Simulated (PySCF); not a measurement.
C₄H₁₂O₂Si (SMILES CC[SiH](OC)OC), singlet, at a GFN2-xTB geometry; CASSCF(10,8)/STO-3G run with PySCF.

PySCF was given this input:
```python
from pyscf import gto, scf, mcscf
import numpy

mol = gto.M(
    atom='''
Si   -0.02906731   -0.02554580    0.36916303
C     1.62304182    0.74334215   -0.15482036
C     2.82447344   -0.16018718    0.09825193
O    -1.33013248    0.87406973   -0.03188406
C    -1.65116308    2.17036418    0.37494364
O    -0.14286513   -1.38194372   -0.50145487
C    -1.24012955   -2.24129689   -0.62279369
H    -0.07093446   -0.28819987    1.81574134
H     1.76787941    1.68247428    0.38290524
H     1.59269129    0.99749729   -1.21625962
H     3.74632135    0.31230396   -0.23764996
H     2.70109279   -1.09893519   -0.43385216
H     2.91878412   -0.38170792    1.15829109
H    -1.80280408    2.21097682    1.45612980
H    -2.57358544    2.46123951   -0.12920093
H    -0.85747065    2.87147825    0.10722609
H    -1.05417226   -2.90419951   -1.46866414
H    -2.15801879   -1.67772917   -0.79479750
H    -1.35619585   -2.83789871    0.28507082
''',
    basis='sto-3g',
    verbose=4,
)

mf = scf.RHF(mol)
mf.kernel()
mc = mcscf.CASSCF(mf, 8, 10)
mc.fix_spin_(ss=0.0)
mc.kernel()
occ = numpy.linalg.eigvalsh(mc.fcisolver.make_rdm1(mc.ci, mc.ncas, mc.nelecas))[::-1]
ss = mc.fcisolver.spin_square(mc.ci, mc.ncas, mc.nelecas)[0]
print('natural occupations', occ.round(4), ' <S^2>', round(ss, 4))
```

It wrote (shortened):

```
PySCF version 2.14.0

[INPUT] verbose = 4
[INPUT] num. atoms = 19
[INPUT] num. electrons = 66
[INPUT] charge = 0
[INPUT] spin (= nelec alpha-beta = 2S) = 0
[INPUT] symmetry False subgroup None
[INPUT] Mole.unit = angstrom
[INPUT] Symbol           X                Y                Z      unit          X                Y                Z       unit  Magmom
[...]
nuclear repulsion = 412.057477177846
number of shells = 35
number of NR pGTOs = 153
number of NR cGTOs = 51
basis = sto-3g
ecp = {}

******** <class 'pyscf.scf.hf.RHF'> ********
method = RHF
initial guess = minao
damping factor = 0
level_shift factor = 0
DIIS = <class 'pyscf.scf.diis.CDIIS'>
diis_start_cycle = 1
diis_space = 8
diis_damp = 0
SCF conv_tol = 1e-09
SCF conv_tol_grad = None
SCF max_cycles = 50
direct_scf = True
direct_scf_tol = 1e-13
Set gradient conv threshold to 3.16228e-05
Initial guess from minao.
init E= -590.911499827063
[...]
cycle= 1 E= -589.817518196173  delta_E= 1.09  |g|= 0.613  |ddm|= 5.03
[...]
cycle= 2 E= -589.947349316879  delta_E= -0.13  |g|= 0.172  |ddm|= 1.07
[...]
cycle= 3 E= -589.956987903366  delta_E= -0.00964  |g|= 0.0325  |ddm|= 0.26
[...]
cycle= 4 E= -589.957579111723  delta_E= -0.000591  |g|= 0.00421  |ddm|= 0.0771
[...]
cycle= 5 E= -589.957588874915  delta_E= -9.76e-06  |g|= 0.00124  |ddm|= 0.00954
[...]
cycle= 6 E= -589.957589834757  delta_E= -9.6e-07  |g|= 0.000185  |ddm|= 0.00352
[...]
cycle= 7 E= -589.957589858026  delta_E= -2.33e-08  |g|= 5.94e-05  |ddm|= 0.000523
[...]
cycle= 8 E= -589.957589860862  delta_E= -2.84e-09  |g|= 1.43e-05  |ddm|= 0.000204
[...]
cycle= 9 E= -589.957589861017  delta_E= -1.55e-10  |g|= 2.75e-06  |ddm|= 4.96e-05
[...]
Extra cycle  E= -589.957589861021  delta_E= -3.64e-12  |g|= 1.05e-06  |ddm|= 5.27e-06
converged SCF energy = -589.957589861021

******** <class 'pyscf.mcscf.mc1step.CASSCF'> ********
CAS (5e+5e, 8o), ncore = 28, nvir = 15
max_cycle_macro = 50
max_cycle_micro = 4
conv_tol = 1e-07
conv_tol_grad = None
orbital rotation max_stepsize = 0.02
orbital rotation threshold for CI restart = 0.01
augmented hessian ah_max_cycle = 30
augmented hessian ah_conv_tol = 1e-12
augmented hessian ah_linear dependence = 1e-14
augmented hessian ah_level shift = 1e-08
augmented hessian ah_start_tol = 2.5
augmented hessian ah_start_cycle = 3
augmented hessian ah_grad_trust_region = 3
kf_trust_region = 3
kf_interval = 4
ci_response_space = 4
ci_grad_trust_region = 3
with_dep4 0
natorb = False
canonicalization = True
sorting_mo_energy = False
ao2mo_level = 2
internal_rotation = False
******** <class 'pyscf.fci.addons.SpinPenaltyFCISolver'> ********
max. cycles = 50
conv_tol = 1e-08
davidson only = True
linear dependence = 1e-12
level shift = 0.001
max iter space = 12
nroots = 1
pspace_size = 400
spin = None
CASCI E = -589.966393249247  S^2 = 0.0000000
Set conv_tol_grad to 0.000316228
macro iter   1 ( 21 JK    4 micro), CASSCF E = -589.983499090271  dE = -1.71058410e-02  S^2 = 0.0000000
               |grad[o]|=0.0135  |grad[c]|= 0.15  |ddm|=0.0562  |maxRot[o]|=0.273
macro iter   2 ( 21 JK    4 micro), CASSCF E = -589.995597785033  dE = -1.20986948e-02  S^2 = 0.0000000
               |grad[o]|=0.0398  |grad[c]|=0.0697  |ddm|=0.024  |maxRot[o]|=0.209
macro iter   3 ( 21 JK    4 micro), CASSCF E = -589.997743364923  dE = -2.14557989e-03  S^2 = 0.0000000
               |grad[o]|=0.0235  |grad[c]|=0.028  |ddm|=0.00591  |maxRot[o]|=0.0827
macro iter   4 ( 21 JK    4 micro), CASSCF E = -589.998092735087  dE = -3.49370164e-04  S^2 = 0.0000000
               |grad[o]|=0.0094  |grad[c]|=0.0261  |ddm|=0.00545  |maxRot[o]|=0.0374
macro iter   5 ( 17 JK    4 micro), CASSCF E = -589.998772960545  dE = -6.80225457e-04  S^2 = 0.0000000
               |grad[o]|=0.00536  |grad[c]|=0.0258  |ddm|=0.00407  |maxRot[o]|=0.0698
macro iter   6 (  7 JK    2 micro), CASSCF E = -589.999399393236  dE = -6.26432691e-04  S^2 = 0.0000000
               |grad[o]|=0.00371  |grad[c]|=0.0251  |ddm|=0.00587  |maxRot[o]|=0.0698
macro iter   7 (  7 JK    2 micro), CASSCF E = -589.999900979297  dE = -5.01586061e-04  S^2 = 0.0000000
               |grad[o]|=0.00276  |grad[c]|=0.0277  |ddm|=0.00676  |maxRot[o]|=0.0697
macro iter   8 (  7 JK    2 micro), CASSCF E = -590.000285397536  dE = -3.84418239e-04  S^2 = 0.0000000
               |grad[o]|=0.00234  |grad[c]|=0.0298  |ddm|=0.00774  |maxRot[o]|=0.0697
macro iter   9 (  7 JK    2 micro), CASSCF E = -590.000535504444  dE = -2.50106909e-04  S^2 = 0.0000000
               |grad[o]|=0.00206  |grad[c]|=0.0305  |ddm|=0.00799  |maxRot[o]|=0.0697
macro iter  10 (  5 JK    2 micro), CASSCF E = -590.000601270543  dE = -6.57660991e-05  S^2 = 0.0000000
               |grad[o]|=0.00162  |grad[c]|=0.00583  |ddm|=0.00238  |maxRot[o]|= 0.03
macro iter  11 (  5 JK    2 micro), CASSCF E = -590.000639183902  dE = -3.79133581e-05  S^2 = 0.0000000
               |grad[o]|=0.00117  |grad[c]|=0.00479  |ddm|=0.00215  |maxRot[o]|=0.0275
macro iter  12 (  9 JK    3 micro), CASSCF E = -590.000578591192  dE =  6.05927100e-05  S^2 = 0.0000000
               |grad[o]|=0.000708  |grad[c]|=0.0102  |ddm|=0.00167  |maxRot[o]|=0.0535
macro iter  13 ( 21 JK    4 micro), CASSCF E = -590.000610734801  dE = -3.21436095e-05  S^2 = 0.0000000
               |grad[o]|=0.00118  |grad[c]|=0.00248  |ddm|=0.000716  |maxRot[o]|=0.0512
macro iter  14 (  6 JK    2 micro), CASSCF E = -590.000646228615  dE = -3.54938137e-05  S^2 = 0.0000000
               |grad[o]|=0.000658  |grad[c]|=0.00356  |ddm|=0.00132  |maxRot[o]|=0.0258
macro iter  15 (  6 JK    2 micro), CASSCF E = -590.000654210334  dE = -7.98171948e-06  S^2 = 0.0000000
               |grad[o]|=0.000321  |grad[c]|=0.00162  |ddm|=0.000972  |maxRot[o]|=0.0141
macro iter  16 ( 10 JK    2 micro), CASSCF E = -590.000654988497  dE = -7.78162416e-07  S^2 = 0.0000000
               |grad[o]|=0.000193  |grad[c]|=0.000487  |ddm|=0.000466  |maxRot[o]|=0.00659
macro iter  17 (  5 JK    1 micro), CASSCF E = -590.000655464493  dE = -4.75996330e-07  S^2 = 0.0000000
               |grad[o]|=0.000106  |grad[c]|=0.000249  |ddm|=5.68e-05  |maxRot[o]|=0.00328
macro iter  18 (  4 JK    1 micro), CASSCF E = -590.000655486886  dE = -2.23930101e-08  S^2 = 0.0000000
               |grad[o]|=3.26e-05  |grad[c]|=8.86e-05  |ddm|=3.32e-05  |maxRot[o]|=0.000769
1-step CASSCF converged in  18 macro (200 JK  47 micro) steps
CASSCF canonicalization
Density matrix diagonal elements [1.98582842 1.98956665 1.98669576 1.98875526 1.99059715 0.02462806
 0.01612137 0.01780734]
CASSCF energy = -590.000655486886
CASCI E = -590.000655486886  E(CI) = -21.0351120467844  S^2 = 0.0000000
natural occupations [1.9974 1.9972 1.9871 1.9822 1.9787 0.0248 0.0174 0.0152]  <S^2> 0.0
```
